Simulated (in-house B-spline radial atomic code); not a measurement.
**Ionising Ce V (Ce4+) with different functionals**

Computed with a radial B-spline atomic code at the basis-set limit: scalar-relativistic (spin-free X2C) Hamiltonian, Fermi nucleus of rms radius 4.8771 fm, spin-polarised at highest spin, spherical fractional occupations for the functionals, and exact exchange of hybrids averaged over the configuration. The ionisation energy is the difference of two self-consistent energies, [Kr] 4d10 5s2 5p6 → [Kr] 4d10 5s2 5p5, without Breit or QED terms; ε is the level of the shell that loses the electron (its least bound occupied spin orbital). There is no spin-orbit coupling in this Hamiltonian.

```tsv
method	rung	ΔSCF (eV)	-ε(5p) (eV)
PBE0	global hybrid	66.55	61.94
B3LYP	global hybrid	66.50	61.51
TPSSh	global hybrid	66.58	60.97
BHandHLYP	global hybrid	66.46	63.56
r2SCAN0	global hybrid	66.83	62.29
B97-1	global hybrid	66.46	61.58
HSE06	range-separated hybrid	?	?
wB97X	range-separated hybrid	66.25	64.35
CAM-B3LYP	range-separated hybrid	?	?
LC-wPBE	range-separated hybrid	66.49	64.91
```

What does HSE06 give?

ΔSCF 66.48 eV, and -ε(5p) = 61.47 eV.

What does CAM-B3LYP give?

ΔSCF 66.48 eV, and -ε(5p) = 63.35 eV.

Among the functionals, which spreads more, the ΔSCF values or the orbital energies?

The orbital energies: ΔSCF values span about 0.58 eV and the orbital energies 3.93 eV; here energy differences depend much less on the functional than eigenvalues do.

How do they compare with the NIST value?

NIST lists 65.5 eV ± 0.25 (semi-empirical, ground level to ground level). Errors run from +0.70 to +1.28 eV. The correlated functionals all miss on the same side by more than they spread, so the cause is common to them (spin-orbit coupling, Breit-QED terms, multiplet and fine-structure energies, or a listed next ion that isn't the cheapest removal here) and closeness doesn't rank the functionals.
